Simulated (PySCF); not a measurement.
All values below come from PBE-D3(BJ)/def2-TZVP // PBE0-D4/def2-TZVP run with PySCF. Gas-phase values, no solvent. Excitations are Tamm–Dancoff values on a coarser integration grid. The basis has no diffuse functions, so Rydberg states are missing or too high.

Reference species (SMILES): `C(#CC)N` (neutral, multiplicity 1).

The S1 excitation (TDA) is 5.03 eV and the HOMO is -4.81 eV.

Changed species: `C1CC1=N`.

**Question.** What does the change do to the S1 excitation (TDA) and HOMO?

**Answer.** the S1 excitation (TDA) falls by 0.36 eV, to 4.67 eV; the HOMO decreases by 0.87 eV, to -5.68 eV.
